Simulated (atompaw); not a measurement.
**Pseudopotential generation for tellurium: PAW (atompaw), PBE, scalar-relativistic.**

Input for atompaw 4.2.0.5:

```
Te 52
GGA-PBE scalarrelativistic loggrid 1500 logderivrange -14 5 476
5 5 4 0 0 0
5 1 4
0 0 0
c
c
c
v
v
c
c
v
v
c
v
2
1.80 1.75 1.50 1.45
n
n
y
-2.35
n
custom rrkj vanderbiltortho sinc
3 1 ultrasoft
1.45
1.80
1.45
1.80
1.80
1.30
PWSCFOUT
UPFDX 0.0125d0 UPFXMIN -7.d0 UPFZMESH 52.d0
END
```

Command:

```bash
atompaw < Te.input > Te.log
```

The program printed (summary file):

```
[... start of the log left out ...]
   Valence                  :     -836.06069915573426

 PAW parameters:
       lmax =            2
         rc =    1.8154728700620852
        irc =         1066
   rc_shape =    1.7532171187566057
    rc_vloc =    1.5115772873059228
    rc_core =    1.4597416861680121
   Vloc: Non norm-conserving form with l= 3;e=   1.0000E+00
   Projector type: RRKJ pseudization + Vanderbilt ortho.
   Sinc^2 compensation charge shape zeroed at   1.7532E+00

 Number of basis functions     6
 No.   n  nodes  l      Energy         Cp coeff         Occ
  1    4    3    0   -0.1208228E+02  0.2306912E+00  0.2000000E+01
  2    5    4    0   -0.1110462E+01  0.7148262E+00  0.2000000E+01
  3    4    2    1   -0.8408913E+01  0.7577359E+00  0.6000000E+01
  4    5    3    1   -0.4375597E+00  0.1858844E+01  0.4000000E+01
  5    4    1    2   -0.3061436E+01 -0.2633777E+01  0.1000000E+02
  6  999    2    2   -0.2350000E+01  0.7731015E+00  0.0000000E+00

 Eigenvalues of overlap operator (in the basis of projectors):
    1       -3.55060643E+00
    2        2.84148925E-01
    3        6.65698793E-01
    4        8.36876249E+01
    5        1.15467125E+03
    6        1.65759529E+05

The overlap operator has at least one negative eigenvalue!
It might be not positive definite...
Program is stopping.
This probably means that your projectors are too similar
or that your PAW basis is incomplete.
Advice: try to change your input parameters (f.i. : reference energies).
```

The run stopped because the overlap operator built from these waves and projectors is not positive definite.

The run took about 5.2 s on one core of a shared server CPU.
